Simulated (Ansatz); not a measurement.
Mulliken charges of Cl$_{2}$FGeHS, SMILES `[F][Ge]([SH])([Cl])[Cl]` from ωB97M-V/def2-TZVPP in Ansatz (PBE0-D4/def2-TZVP geometry).

```csv
atom,x (Å),y (Å),z (Å),charge (e)
F1,1.027,-1.407,-0.691,-0.339
Ge2,-0.148,-0.196,-0.360,0.836
S3,-0.244,0.240,1.775,-0.205
Cl4,-2.016,-0.953,-0.998,-0.213
Cl5,0.439,1.465,-1.541,-0.217
H6,0.985,0.786,1.768,0.138
```

Q: By hand: the dipole of these point charges (1 e Å = 4.8032 D).

A: Σ q r = (0.048, 0.257, 0.360) e Å, of length 0.445 e Å = 2.14 D.

Q: How does the dipole of the full density compare? (Best estimate.)

A: The calculation gave: (0.024, 0.228, 0.278) e Å, 1.73 D; the point charges give 1.24 times that, at 4° from its direction.

Point charges leave out the atoms' own dipoles, such as those of lone pairs, and Mulliken's split depends on the basis, so the two needn't agree.
